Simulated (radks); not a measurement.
Polarisability of neutral terbium, [Xe] 4f9 6s2, at imaginary frequency. Method: scalar-relativistic Kohn-Sham, LDA (Slater exchange, Perdew-Wang correlation), spin-unpolarised, spherical densities, finite nucleus; Fermi nuclear charge, rms radius 5.06 fm; computed with a radial shooting solver on a logarithmic mesh with Libxc functionals. Response by self-consistent Sternheimer equations with the Hartree and adiabatic LDA kernel, the relativistic mass of each level held fixed and spin-orbit coupling left out.

| w (hartree) | alpha1(iw) (bohr^3) |
|---|---|
| 0.00266 | 151.1 |
| 0.0143 | 149.1 |
| 0.0360 | 139.0 |
| 0.0697 | 114.4 |
| 0.118 | 80.10 |
| 0.186 | 49.54 |
| 0.280 | 29.23 |
| 0.413 | 17.48 |
| 0.605 | 10.85 |
| 0.892 | 6.858 |
| 1.35 | 4.194 |
| 2.12 | 2.335 |
| 3.59 | 1.119 |
| 6.94 | 0.4218 |
| 17.5 | 0.09621 |

Static values: alpha1 = 151.1 bohr^3 (22.40 angstrom^3; uncoupled 293.3). C6 = 2242, triple-dipole C9 = 243700 atomic units. One-pole (London) frequency 4 C6 / (3 alpha1^2) = 0.131 hartree, against 0.119 for minus the highest occupied eigenvalue. Recommended static value: 170 bohr^3 (Schwerdtfeger and Nagle, 2023 table).

Beside tabulated values, note that spin-unpolarised runs miss the spin-polarisation part of the exchange energy of open shells.
